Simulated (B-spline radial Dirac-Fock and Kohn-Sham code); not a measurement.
# Two-hole binding energies of Tl²⁺

System: Tl²⁺ in the configuration [Xe] 4f14 5d10 6s1.

Input file task.json (cfg lists n, l and occupation; rrms is the nuclear radius in fm):

```json
{"items": [{
  "Z": 81,
  "q": 2,
  "cfg": [[1, 0, 2], [2, 0, 2], [2, 1, 6], [3, 0, 2], [3, 1, 6], [3, 2, 10], [4, 0, 2], [4, 1, 6], [4, 2, 10], [4, 3, 14], [5, 0, 2], [5, 1, 6], [5, 2, 10], [6, 0, 1]],
  "A": 205,
  "rrms": 5.4759,
  "do": ["binding", "quiet", "double"]
}]}
```

Command: `python xray_run.py task.json out`

Method: ΔSCF Dirac-Fock with Breit, self-energy and vacuum polarisation, finite nucleus, configuration average. Computed with a radial atomic solver. U is the two-hole binding energy less the two single-hole energies, the effective repulsion of the holes after relaxation. Each two-hole energy is an average over J within one jj subconfiguration.

```
          holes  E(a) (eV)  E(b) (eV)  E(ab) (eV)  U (eV)
   1s⁻¹ 3p1/2⁻¹    85551.2     3446.3           ?       ?
   1s⁻¹ 3d3/2⁻¹    85551.2     2511.9     88177.9   114.8
           2s⁻²    15378.8    15378.8     31011.6   254.0
   2s⁻¹ 2p3/2⁻¹    15378.8    12682.4     28283.6   222.5
        2p3/2⁻²    12682.4    12682.4     25625.7   260.8
   2s⁻¹ 3p1/2⁻¹    15378.8     3446.3     18932.8   107.7
2p3/2⁻¹ 3d3/2⁻¹    12682.4     2511.9     15307.1   112.8
        3p1/2⁻²     3446.3     3446.3      6974.4    81.8
        4f7/2⁻²      143.0      143.0       316.1    30.1
        5p1/2⁻²      122.4      122.4       264.5    19.6
5p1/2⁻¹ 5p3/2⁻¹      122.4      102.4       242.6    17.8
        5d3/2⁻²      40.09      40.09       95.18    15.0
5d3/2⁻¹ 5d5/2⁻¹      40.09      37.89       93.04    15.1
        5d5/2⁻²      37.89      37.89       90.55    14.8
```

Task: Give the missing two-hole energy and U.

Result: E(ab) = 89141.1 eV and U = 143.7 eV.
